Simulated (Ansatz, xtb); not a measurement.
**Relative energy of two isomers of FH7OSi3**

We compare a, `O[SiH2][Si@@H](F)[SiH3]`, a singlet, with b, `O[Si@@H](F)[SiH2][SiH3]`, a singlet. Both are isolated molecules in the gas phase, relaxed with B3LYP-D3(BJ)/def2-SVP; each stands in its lowest conformer found.

**Question.** Estimate which is lower in electronic energy at CCSD(T)/def2-SVP + ΔMP2/def2-TZVPP, and by roughly how much.

**Answer.** The CCSD(T)/def2-SVP + ΔMP2/def2-TZVPP calculation puts structure b lower, by 44.6 kJ/mol.

How the difference moves with the method:

```json
{"level": "B3LYP-D3(BJ)/def2-SVP", "geometry": "B3LYP-D3(BJ)/def2-SVP", "E(b) − E(a) (kJ/mol)": "−45.5", "departure from the last row (kJ/mol)": "−1.0", "job, with rough time for the two": "optimisation, 1.8 min"}
{"level": "HF/def2-SVP", "geometry": "B3LYP-D3(BJ)/def2-SVP", "E(b) − E(a) (kJ/mol)": "−46.0", "departure from the last row (kJ/mol)": "−1.4", "job, with rough time for the two": "part of the CCSD(T) run"}
{"level": "MP2/def2-SVP", "geometry": "B3LYP-D3(BJ)/def2-SVP", "E(b) − E(a) (kJ/mol)": "−53.7", "departure from the last row (kJ/mol)": "−9.2", "job, with rough time for the two": "part of the CCSD(T) run"}
{"level": "CCSD(T)/def2-SVP", "geometry": "B3LYP-D3(BJ)/def2-SVP", "E(b) − E(a) (kJ/mol)": "−51.9", "departure from the last row (kJ/mol)": "−7.3", "job, with rough time for the two": "single point"}
{"level": "CCSD(T)/def2-SVP + ΔMP2/def2-TZVPP", "geometry": "B3LYP-D3(BJ)/def2-SVP", "E(b) − E(a) (kJ/mol)": "−44.6", "departure from the last row (kJ/mol)": "", "job, with rough time for the two": "single point, 25 s"}
```

As drawn, both hold the same kinds of bond in the same numbers.

The levels shown agree on the order. The largest departure from CCSD(T)/def2-SVP + ΔMP2/def2-TZVPP is that of MP2/def2-SVP, 9.2 kJ/mol. Levels run at GFN2-xTB geometries aren't shown. The last row adds to CCSD(T) the change of the MP2 difference between the two basis sets, here +7.3 kJ/mol.

With thermal terms from frequencies at re-optimised GFN2-xTB minima (ideal gas, soft modes damped towards free rotors, one conformer each, 298.15 K, 1 atm): the zero-point term adds 0.0 kJ/mol; ΔH is −45.0 and ΔG −43.5 kJ/mol.

The correlated steps freeze 17 core orbitals. Codes used: Ansatz 0.2.0, xtb 6.7.1; the last row on 2 threads of Intel(R) Xeon(R) 6975P-C (Granite Rapids) on a shared host.
